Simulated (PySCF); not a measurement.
## How methods differ on the fine-structure interval of Rb¹⁸⁺

Rb¹⁸⁺ [Ar] 3d1 [3d3/2^1, M_J = 3/2] → Rb¹⁸⁺ [Ar] 3d1 [3d5/2^1, M_J = 5/2], as a difference of total energies. All numbers are calculated (PySCF 2.14, the two-component X2C-1e Hamiltonian, in an uncontracted even-tempered set (17 s from 1.9 bohr⁻², ratio 2.8; 12 p from 2.4 bohr⁻², ratio 2.8; 8 d from 2.4 bohr⁻², ratio 2.8; 4 f from 7.2 bohr⁻², ratio 3)). Correlated levels: [Ne] frozen; the 76 highest virtual spinors dropped. "Screened" scales the spin-orbit matrix elements by Boettger's factors to mimic the two-electron term; Breit and QED terms are absent.

| method | fine-structure interval (cm⁻¹) |
| --- | --- |
| GHF (screened spin-orbit) | 18619 |
| GMP2 (screened spin-orbit) | 18413 |
| GHF (bare spin-orbit) | 25495 |
